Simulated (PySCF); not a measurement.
# Does the structure fit the spectrum?

A compound C$_{4}$H$_{13}$ClOSi$_{2}$ gives the data below (simulated from a calculation) and was assigned the structure `CO[Si@@]([SiH3])(Cl)C(C)C`.

¹³C{¹H} NMR (computed): δ 72.0 (C), 30.3 (CH3, 2C), -10.0 (CH3).

¹H NMR (600 MHz, computed): δ 5.52 (s, 2H), 4.10 (q, 2H), 1.51 (s, 6H), 0.35 (t, 3H).

How the numbers were obtained: coordinates at the GFN2-xTB level, σ from GIAO-PBE0/pcSseg-1, in PySCF 2.14.0 with density-fitted response routines (single conformer, equivalent nuclei averaged, no solvent model, relativity neglected).

Scale: ¹H (σ = 31.72 ppm) and ¹³C (σ = 186.93 ppm) against TMS (reference shieldings calculated alike).

(1) Compare with the shifts computed for the proposed structure, pairing carbons in order of shift.

(2) Which isomer fits?

## Answers

(1) Numbering as in the mapped SMILES `[CH3:1][O:2][Si@@:3]([SiH3:4])([Cl:5])[CH:6]([CH3:7])[CH3:8]`; H(Xn) means a hydrogen on atom n.

```tsv
atom	computed for proposal	given list	difference
C1	52.8	72.0	-19.2
C6	28.0	30.3	-2.3
C8	19.6	30.3	-10.7
C7	18.3	-10.0	+28.3
```

The rms difference is 18.0 ppm and the largest +28.3 ppm at C7 (methyl carbon). The proposal also would give 4 carbon signals, not 3. The carbon types in order of shift don't match either: CH3, CH, CH3, CH3 for the proposal against C, CH3, CH3, CH3 in the data. The proposal doesn't fit.

(2) SMILES C[SiH2]C(C)(C)O[SiH2]Cl.

- Carbon types of the structure: 1 × C, 3 × CH3, leaving 4 H on heteroatoms.
- δC 72.0: fully substituted sp3 carbon bonded to O and Si; the inductive effect lowers its shielding.
- δC 30.3: methyl carbon; aliphatic region, no heteroatom directly attached.
- δC -10.0: methyl carbon bonded to Si; an electropositive neighbour leaves it electron-rich and shielded.
- δH 0.35: hydrogen on a methyl carbon bonded to Si; an electropositive neighbour shields it, as in TMS itself.

The data come from this structure; uniqueness wasn't tested.

Shifts are as computed. Against solution values, carbons near 30 ppm lie about +3 ppm off and those near 130 ppm about +5 ppm. Of 1211 compounds with measured shifts, 218 miss one by over three times the rms of a fit or turn the order of signals round; such compounds aren't used in these exercises. Multiplicities follow the n + 1 count of equivalent neighbours, as no J values were calculated; m marks all less simple cases, F and P coupling included.
